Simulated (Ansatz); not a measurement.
The lowest singlet and triplet of PH (SMILES [PH]); geometries from B3LYP-D3(BJ)/def2-TZVP, each state relaxed from the structure named, with no frequency check, low spin by broken symmetry.
Singlet (charge 0, multiplicity 1):
```xyz
2

P      0.00000     0.00000    -0.08930
H      0.00000     0.00000     1.33956
```
Triplet (charge 0, multiplicity 3):
```tsv
atom	x (Å)	y (Å)	z (Å)
P	0.0000	0.0000	-0.0893
H	0.0000	0.0000	1.3392
```

A positive gap puts the triplet lower; no zero-point energy. R- takes a restricted singlet, here one determinant of a half-filled degenerate or near-degenerate pair, which mixes singlet states. U- takes an unrestricted singlet (broken symmetry where lower, unprojected). The triplet is unrestricted in single-reference levels.

Cores are frozen in the correlated methods.

Run with Ansatz (a quantum-chemistry and plane-wave program). Each number belongs to the level named beside it.

| level | gap E(singlet) − E(triplet), adiabatic (kJ/mol) |
|---|---|
| U-SVWN5/def2-TZVPP (spin-contaminated) | 39.0 |
| U-PBE0/def2-TZVPP (spin-contaminated) | 33.9 |
| U-BHLYP/def2-TZVPP (spin-contaminated) | 27.1 |
| R-wB97X-V/def2-TZVPP | 124.7 |
| R-MP2/cc-pV(D+d)Z | [?] |
| R-SCS-MP2/cc-pV(Q+d)Z | 122.5 |
| R-CCSD/cc-pV(T+d)Z | 126.5 |
| R-CCSDT(Q)/cc-pV(T+d)Z | 97.8 |
| FCI/cc-pV(D+d)Z | [?] |

### Question
Some entries are withheld; supply them.

### Answer

- R-MP2/cc-pV(D+d)Z, gap E(singlet) − E(triplet), adiabatic (kJ/mol): 164.3
- FCI/cc-pV(D+d)Z, gap E(singlet) − E(triplet), adiabatic (kJ/mol): 114.8

Doubts at one or more of the structures used: a restricted determinant that unrestricted orbitals would lower (R-wB97X-V/def2-TZVPP, R-MP2/cc-pV(D+d)Z, R-SCS-MP2/cc-pV(Q+d)Z, R-CCSD/cc-pV(T+d)Z, R-CCSDT(Q)/cc-pV(T+d)Z); other coupled-cluster roots lie near (R-CCSDT(Q)/cc-pV(T+d)Z).
